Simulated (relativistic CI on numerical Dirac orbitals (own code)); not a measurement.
## d3 in a ligand field

Computed with a parametric ligand-field model of a d^n configuration (Racah B and C, spin-orbit zeta, crystal field), exact diagonalisation.

Field parameters in Wybourne normalisation: Oh B⁴₀ = 21Dq, B⁴₄ = √(5/14) B⁴₀. The field is a parameter set, without covalency.

Task: A d3 ion in Oh symmetry has the ground term 4A2 and bands at 2E 16879 cm⁻¹ (592 nm), 2T1 17402 cm⁻¹ (575 nm), 2T2 26610 cm⁻¹ (376 nm), 4T2 34200 cm⁻¹ (292 nm), 4T1 42382 cm⁻¹ (236 nm), 4T1 71318 cm⁻¹ (140 nm). Which parameters reproduce them?

Result: B = 740, C = 3690, ζ = 0 cm⁻¹, Oh, 10Dq = 34200 cm⁻¹.

Task: Ground term and bands for B = 500, C = 1810, ζ = 0 cm⁻¹, Oh, 10Dq = 6150 cm⁻¹?

Result: Ground term 4A2 with 0.00 electrons in the two orbitals of the cubic e set. Spin-allowed: 4T2 6150 cm⁻¹ (1626 nm), 4T1 9864 cm⁻¹ (1014 nm), 4T1 16086 cm⁻¹ (622 nm). Lowest spin-forbidden: 2E 8823 cm⁻¹ (1133 nm), 2T1 9316 cm⁻¹ (1073 nm), 2T2 12457 cm⁻¹ (803 nm). With an A2 ground term the first spin-allowed band lies at |10Dq| itself.

Task: A d3 ion in Oh symmetry has the ground term 4A2 and bands at 2E 7632 cm⁻¹ (1310 nm), 2T1 7992 cm⁻¹ (1251 nm), 2T2 11836 cm⁻¹ (845 nm), 4T2 12450 cm⁻¹ (803 nm), 4T1 16726 cm⁻¹ (598 nm), 4T1 26774 cm⁻¹ (374 nm). Which parameters reproduce them?

Result: B = 410, C = 1520, ζ = 0 cm⁻¹, Oh, 10Dq = 12450 cm⁻¹.

Task: A d3 ion in Oh symmetry has the ground term 4A2 and bands at 2E 21003 cm⁻¹ (476 nm), 2T1 21865 cm⁻¹ (457 nm), 2T2 32617 cm⁻¹ (307 nm), 4T2 34800 cm⁻¹ (287 nm), 4T1 45832 cm⁻¹ (218 nm), 4T1 74168 cm⁻¹ (135 nm). Which parameters reproduce them?

Result: B = 1040, C = 4370, ζ = 0 cm⁻¹, Oh, 10Dq = 34800 cm⁻¹.

Task: Ground term and bands for B = 790, C = 3690, ζ = 0 cm⁻¹, Oh, 10Dq = 7400 cm⁻¹?

Result: Ground term 4A2 with 0.00 electrons in the two orbitals of the cubic e set. Spin-allowed: 4T2 7400 cm⁻¹ (1351 nm), 4T1 12283 cm⁻¹ (814 nm), 4T1 21767 cm⁻¹ (459 nm). Lowest spin-forbidden: 2E 16328 cm⁻¹ (612 nm), 2T1 17020 cm⁻¹ (588 nm), 2A1 21630 cm⁻¹ (462 nm). With an A2 ground term the first spin-allowed band lies at |10Dq| itself.
